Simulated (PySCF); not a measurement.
**Radial density of Rh⁻ (rhodium, charge -1)**

HSE06, [Kr] 4d8 5s2, high-spin 3F determinant. All numbers are calculated (PySCF 2.14, scalar relativity through the core potential, in def2-QZVPPD with the def2 core potential (28 electrons)). This is the valence pseudo-density: the core potential removes the inner electrons and smooths the orbitals near the nucleus.

```
r (bohr)  4πr²ρ (e/bohr)  4πr²(ρα − ρβ)
  0.0525       3.222e-05         0.0000
  0.0882       0.0001994         0.0000
   0.148        0.002090         0.0003
   0.250         0.03389         0.0048
   0.420          0.8834         0.0796
   0.706           10.27         0.7473
    1.19           12.91         1.4985
    2.00           3.532         0.6653
    3.36          0.9458         0.0849
    5.65          0.2273        -0.0178
    9.51        0.008804        -0.0014
```

Energies and moments cover only the electrons outside the core potential. At HSE06 the highest occupied level has a positive energy, so only the finite basis holds that electron; in a semilocal or global hybrid functional this comes from self-interaction and does not mean that the real anion is unbound.

Problem. Where is the radial spin density 4πr²(ρα − ρβ) most negative, and why is it negative at all?

Solution. Around r = 5.65 bohr, down to -0.0178 e/bohr: exchange with the open shell polarises the paired shells in an unrestricted calculation.
